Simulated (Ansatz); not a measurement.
`[SiH3][SiH2][SiH2][GeH3]` + `C=N` → `C=[N][GeH3]` + `[SiH3][SiH2][SiH3]` at 700 K and 1 bar (cleavage of the Ge–Si bond).

Calculated with Ansatz (gas phase, PBE0-D4/def2-TZVP geometries, no zero-point term in ΔE). CBS: MP2 limit from def2 TZ/QZ plus the TZ coupled-cluster correction, frozen cores. This one scheme is used for every species. For Ge outer-core shells are correlated without core-valence functions, which leaves a few kJ/mol of doubt a bond. Scalar relativity is left out up to krypton. Each species was taken in one conformer, which may not be the lowest.

```
                   species  CCSD(T)/CBS energy (Eh)  H − E (kJ/mol)  S (J/(mol·K))
`[SiH3][SiH2][SiH2][GeH3]`              -2949.34842           328.4          601.1
                     `C=N`                -94.52360           135.6          268.6
             `C=[N][GeH3]`              -2171.83462           196.5          378.7
      `[SiH3][SiH2][SiH3]`               -872.02658           258.7          476.9
```

H − E and S are ideal-gas, rigid-rotor, harmonic terms from PBE0-D4/def2-TZVP, for one conformer and one mirror image of each species. 1 Eh = 2625.50 kJ/mol, R = 8.31446 J/(mol·K).

Question: By hand: ΔE, ΔH, ΔS and ΔG.

Answer: ΔE = (-2171.83462) + (-872.02658) − (-2949.34842) − (-94.52360) = 0.01082 Eh = 28.4 kJ/mol. Δ(H − E) = 196.5 + 258.7 − 328.4 − 135.6 = -8.8, so ΔH = 19.6 kJ/mol. ΔS = 378.7 + 476.9 − 601.1 − 268.6 = -14.1 J/(mol·K). ΔG = 19.6 − 700 × (-14.1)/1000 = 29.5 kJ/mol.

Question: By hand: the equilibrium constant, and the temperature at which ΔG would vanish if ΔH and ΔS stayed fixed.

Answer: log₁₀ K = −ΔG/(RT ln 10) = -2.2. ΔH and −TΔS have one sign here, so there is no such temperature.

TΔS isn't small against ΔH here. A doubt of 5 kJ/mol in ΔE shifts log₁₀ K by 0.4 here. Other conformers and mirror images would add mixing entropy, several J/(mol·K) or more a flexible species. Modes under 60 cm⁻¹, often nearly free rotors, make the harmonic entropy too high. These are equilibria of isolated gas molecules and say nothing of rates. Largest T1 diagnostic: 0.013 (customary marks: 0.02 for closed shells, 0.045 for open ones).
